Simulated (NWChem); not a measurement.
System: Si2H4Cl2; SMILES [SiH3][SiH](Cl)Cl

The following NWChem deck was run.

```
start job
memory heap 200 mb stack 900 mb global 1100 mb
geometry units angstroms noautosym nocenter noautoz
  Si    -0.000025     2.140663    -0.144847
  Si    -0.000165    -0.101083     0.542638
  Cl    -1.704971    -1.011739    -0.234856
  Cl     1.703668    -1.012413    -0.236190
  H     -0.001108     2.157966    -1.647226
  H     -1.229018     2.834936     0.374312
  H      1.230078     2.834266     0.372560
  H      0.000360    -0.331161     2.024675
end
basis spherical
  Si library aug-cc-pvdz
  Cl library aug-cc-pvdz
  H library aug-cc-pvdz
end
dft
  xc xpbe96 cpbe96
  iterations 150
end
property
  response 1 0.0
end
task dft property
```

NWChem printed, in part:

```
             Northwest Computational Chemistry Package (NWChem) 7.3.0
             --------------------------------------------------------

                             Geometry "geometry" -> ""
                             -------------------------

 Output coordinates in angstroms (scale by  1.889725989 to convert to a.u.)

  No.       Tag          Charge          X              Y              Z
 ---- ---------------- ---------- -------------- -------------- --------------
    1 Si                  14.0000    -0.00002500     2.14066300    -0.14484700
    2 Si                  14.0000    -0.00016500    -0.10108300     0.54263800
    3 Cl                  17.0000    -1.70497100    -1.01173900    -0.23485600
    4 Cl                  17.0000     1.70366800    -1.01241300    -0.23619000
    5 H                    1.0000    -0.00110800     2.15796600    -1.64722600
    6 H                    1.0000    -1.22901800     2.83493600     0.37431200
    7 H                    1.0000     1.23007800     2.83426600     0.37256000
    8 H                    1.0000     0.00036000    -0.33116100     2.02467500

 Effective nuclear repulsion energy (a.u.)     329.4009024586

  pbe96 is a nonlocal functional; adding pw91lda local functional.
                              NWChem Property Module
                              ----------------------

                                 NWChem DFT Module
                                 -----------------

 Summary of "ao basis" -> "ao basis" (spherical)
 ------------------------------------------------------------------------------
       Tag                 Description            Shells   Functions and Types
 ---------------- ------------------------------  ------  ---------------------
 Si                       aug-cc-pvdz               11       27   5s4p2d
 Cl                       aug-cc-pvdz               11       27   5s4p2d
 H                        aug-cc-pvdz                5        9   3s2p

            General Information
            -------------------
          SCF calculation type: DFT
          Wavefunction type:  closed shell.
          No. of atoms     :     8
          No. of electrons :    66
           Alpha electrons :    33
            Beta electrons :    33
          Charge           :     0
          Spin multiplicity:     1
          Use of symmetry is: off; symmetry adaption is: off
          Maximum number of iterations: 150
          AO basis - number of functions:   144
                     number of shells:    64
          Convergence on energy requested:  1.00D-06
          Convergence on density requested:  1.00D-05
          Convergence on gradient requested:  5.00D-04

              XC Information
              --------------
          PerdewBurkeErnzerhof Exchange Functional  1.000
            Perdew 1991 LDA Correlation Functional  1.000 local
           PerdewBurkeErnz. Correlation Functional  1.000 non-local

             Grid Information
             ----------------
          Grid used for XC integration:  medium
          Radial quadrature: Mura-Knowles
          Angular quadrature: Lebedev.
          Tag              B.-S. Rad. Rad. Pts. Rad. Cut. Ang. Pts.
          ---              ---------- --------- --------- ---------
          Si                  1.10       88          15.0       590
          Cl                  1.00       88          16.0       590
          H                   0.35       45          16.0       434
          Grid pruning is: on
          Number of quadrature shells:   532
          Spatial weights used:  Erf1

      Superposition of Atomic Density Guess
      -------------------------------------

 Sum of atomic energies:       -1498.62155484

      Non-variational initial energy
      ------------------------------

 Total energy =   -1499.596700
 1-e energy   =   -2729.915310
 2-e energy   =     900.917708
 HOMO         =      -0.307765
 LUMO         =       0.015966

   convergence    iter        energy       DeltaE   RMS-Dens  Diis-err
 ---------------- ----- ----------------- --------- --------- ---------
 d= 0,ls=0.0,diis     1  -1501.1391745667 -1.83D+03  1.15D-02  5.80D-01
 d= 0,ls=0.0,diis     2  -1501.0552119925  8.40D-02  5.99D-03  9.13D-01
 d= 0,ls=0.0,diis     3  -1501.1934286567 -1.38D-01  1.40D-03  7.35D-02
 d= 0,ls=0.0,diis     4  -1501.2051916929 -1.18D-02  3.21D-04  1.04D-03
 d= 0,ls=0.0,diis     5  -1501.2053605830 -1.69D-04  1.13D-04  1.29D-04
  Resetting Diis
 d= 0,ls=0.0,diis     6  -1501.2053821927 -2.16D-05  2.50D-05  9.22D-06
 d= 0,ls=0.0,diis     7  -1501.2053839467 -1.75D-06  1.15D-05  6.14D-07
 d= 0,ls=0.0,diis     8  -1501.2053838739  7.28D-08  6.48D-06  1.03D-06

         Total DFT energy =    -1501.205383873944
      One electron energy =    -2732.034209075592
           Coulomb energy =     1000.531626625630
    Exchange-Corr. energy =      -99.103703882585
 Nuclear repulsion energy =      329.400902458603

 Numeric. integr. density =       65.999976462136

                       DFT Final Molecular Orbital Analysis
                       ------------------------------------

 Vector   31  Occ=2.000000D+00  E=-3.004662D-01
              MO Center= -9.1D-04, -8.2D-01, -1.8D-01, r^2= 4.5D+00
   Bfn.  Coefficient  Atom+Function         Bfn.  Coefficient  Atom+Function
  ----- ------------  ---------------      ----- ------------  ---------------
    65      0.334899  3 Cl pz                92     -0.334690  4 Cl pz
    64     -0.260154  3 Cl py                91      0.260260  4 Cl py
    68      0.252640  3 Cl pz                95     -0.252489  4 Cl pz
    67     -0.193312  3 Cl py                94      0.193386  4 Cl py
    12     -0.098080  1 Si px               118      0.074181  6 H  s

 Vector   32  Occ=2.000000D+00  E=-2.918649D-01
              MO Center= -6.0D-04, -8.7D-01, -1.8D-01, r^2= 4.4D+00
   Bfn.  Coefficient  Atom+Function         Bfn.  Coefficient  Atom+Function
  ----- ------------  ---------------      ----- ------------  ---------------
    63      0.322177  3 Cl px                90      0.322408  4 Cl px
    64     -0.241697  3 Cl py                91      0.241569  4 Cl py
    66      0.228357  3 Cl px                93      0.228540  4 Cl px
    67     -0.192192  3 Cl py                94      0.192102  4 Cl py
    65     -0.174497  3 Cl pz                92      0.174244  4 Cl pz

 Vector   33  Occ=2.000000D+00  E=-2.628795D-01
              MO Center= -2.9D-04,  1.9D-01,  1.6D-01, r^2= 4.9D+00
   Bfn.  Coefficient  Atom+Function         Bfn.  Coefficient  Atom+Function
  ----- ------------  ---------------      ----- ------------  ---------------
    10      0.261238  1 Si py                64      0.256900  3 Cl py
    91      0.256906  4 Cl py                37     -0.204349  2 Si py
    67      0.199639  3 Cl py                94      0.199640  4 Cl py
   136      0.196996  8 H  s                 65     -0.161086  3 Cl pz
    92     -0.161062  4 Cl pz                13      0.156638  1 Si py

 Vector   34  Occ=0.000000D+00  E=-6.100395D-02
              MO Center= -2.4D-04,  2.2D-01,  2.6D-01, r^2= 6.1D+00
   Bfn.  Coefficient  Atom+Function         Bfn.  Coefficient  Atom+Function
  ----- ------------  ---------------      ----- ------------  ---------------
    31      0.964055  2 Si s                137     -0.287852  8 H  s
   111     -0.281161  5 H  s                 30      0.265807  2 Si s
     4     -0.247387  1 Si s                 66     -0.229286  3 Cl px
    93      0.229211  4 Cl px                43     -0.223273  2 Si py
    63     -0.221438  3 Cl px                90      0.221368  4 Cl px

 Vector   35  Occ=0.000000D+00  E=-5.369456D-02
              MO Center= -6.8D-05,  4.3D-01,  4.0D-01, r^2= 5.6D+00
   Bfn.  Coefficient  Atom+Function         Bfn.  Coefficient  Atom+Function
  ----- ------------  ---------------      ----- ------------  ---------------
    39      0.407745  2 Si px                36      0.347932  2 Si px
    42      0.324227  2 Si px               120      0.239556  6 H  s
   129     -0.239776  7 H  s                 58      0.168628  3 Cl s
    85     -0.168709  4 Cl s                 64      0.156911  3 Cl py
    91     -0.156955  4 Cl py                18     -0.151039  1 Si d -2

 Vector   36  Occ=0.000000D+00  E=-3.613746D-02
              MO Center=  7.5D-06,  1.0D+00,  4.0D-01, r^2= 8.8D+00
   Bfn.  Coefficient  Atom+Function         Bfn.  Coefficient  Atom+Function
  ----- ------------  ---------------      ----- ------------  ---------------
    32      1.101111  2 Si s                 31      0.693795  2 Si s
   138     -0.590497  8 H  s                  4     -0.527712  1 Si s
    16      0.525118  1 Si py                30      0.346951  2 Si s
   120     -0.292816  6 H  s                129     -0.292369  7 H  s
    43      0.268696  2 Si py               137     -0.235990  8 H  s

     Multipole analysis of the density
     ---------------------------------

     L   x y z        total         alpha         beta         nuclear
     -   - - -        -----         -----         ----         -------
     0   0 0 0     -0.000000    -33.000000    -33.000000     66.000000

     1   1 0 0      0.000248      0.023272      0.023272     -0.046296
     1   0 1 0      0.574209     -1.262039     -1.262039      3.098287
     1   0 0 1      0.290569      1.387200      1.387200     -2.483831

     2   2 0 0    -42.054171   -202.764908   -202.764908    363.475645
     2   1 1 0     -0.000022     -0.003663     -0.003663      0.007304
     2   1 0 1      0.000707      0.060777      0.060777     -0.120847
     2   0 2 0    -40.097045   -234.240465   -234.240465    428.383885
     2   0 1 1     -0.100074     -1.634775     -1.634775      3.169477
     2   0 0 2    -39.794694    -43.812261    -43.812261     47.829828

 *** CALLING NEW AORESP DRIVER FOR CLOSED AND OPEN SHELLS ***
 Entering AOResponse driver routine

--------------------------------------------------------------------------------

          -----------------------------------------------
          Solving response equations for perturbing field
          -----------------------------------------------

 number of frequencies:     1
 frequency in a.u.:  0.0000000E+00
 Perturbing field: electric
 Using El. Dipole Length Gauge

 Setting up CPKS with frequency omega =      0.00000000 a.u.

 STATIC response

                                NWChem CPHF Module
                                ------------------

  scftype          =     RHF
  nclosed          =       33
  nopen            =        0
  variables        =     3663
  # of vectors     =        3
  tolerance        = 0.10D-03
  level shift      = 0.00D+00
  max iterations   =       50
  max subspace     =       30

 SCF residual:    2.1820085412766412E-004

Iterative solution of linear equations
  No. of variables     3663
  No. of equations        3
  Maximum subspace       30
        Iterations       50
       Convergence  1.0D-04

   iter   nsub   residual    time
   ----  ------  --------  ---------
     1      3    5.12D+00     187.2
     2      6    1.27D+00     224.1
     3      9    3.98D-01     248.0
     4     12    6.13D-02     270.8
     5     15    1.11D-02     291.6
     6     18    1.89D-03     312.5
     7     21    3.50D-04     332.4
     8     24    6.38D-05     355.6

 Electric Dipole Response Matrix (nonzero elements):

              1        2        3
    1   92.7985   0.0009  -0.0067
    2    0.0009 100.2676  -0.5888
    3   -0.0067  -0.5887  76.0268

 ------------------------------------------
 average:        89.69765 + I       0.00000

 DFT Linear Response polarizability / au
 Frequency  =       0.0000000 / au
              X              Y              Z
 -----------------------------------------------
 X      92.7985499      0.0008915     -0.0067079
 Y       0.0008914    100.2676454     -0.5888261
 Z      -0.0067079     -0.5887067     76.0267670
 -----------------------------------------------
 Eigenvalues =      92.7985524    100.2819401     76.0124699
 Isotropic   =      89.6976541
 Anisotropic =      21.5265051
 -----------------------------------------------

 Magnetic Dipole Response Matrix (nonzero elements):

 Exiting AOResponse driver routine
```

Level: PBE/aug-cc-pVDZ. The geometry was optimised at PBE-D3(BJ)/def2-SVP.
